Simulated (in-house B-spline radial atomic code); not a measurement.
RPA and G0W0 for Cd III (Cd2+), [Kr] 4d10, as one setting changes: the share of exact exchange in the PBE hybrid start. A dash marks a level of low quasi-particle weight. Computed with a B-spline radial code for spherical atoms: all electrons, scalar-relativistic (spin-free one-electron X2C), finite nucleus, each spin shell either full or empty, empty states to l = 9 with an (l + 1/2)⁻⁴ tail; G0W0 by contour deformation at full frequency.

```
share of exact exchange in the PBE hybrid start  mean-field level (eV)  G0W0 level (eV)  RPA correlation (Eh)
                                              0                 -30.44        4d -37.76               -3.6186
                                            0.1                 -31.30        4d -37.85                -3.585
                                            0.2                 -32.18        4d -37.90               -3.5526
                                            0.3                 -33.05        4d -37.92               -3.5213
                                            0.4                      ?                ?                     ?
                                            0.5                 -34.82        4d -37.94               -3.4615
                                            0.6                      ?                ?                     ?
                                            0.7                 -36.62        4d -37.91               -3.4052
                                            0.8                 -37.52        4d -37.89               -3.3783
                                            0.9                 -38.43        4d -37.86                -3.352
                                              1                 -39.34        4d -37.83               -3.3264
```

Q: What belongs in the row for 0.6?

A: mean-field level (eV): -35.72; G0W0 level (eV): 4d -37.93; RPA correlation (Eh): -3.433.

Q: What belongs in the row for 0.4?

A: mean-field level (eV): -33.94; G0W0 level (eV): 4d -37.94; RPA correlation (Eh): -3.4909.

Q: At what share of exact exchange does G0W0 leave the highest level unchanged?

A: Near 0.84, where the shift changes sign (-0.369 eV at 0.8, +0.568 eV at 0.9).
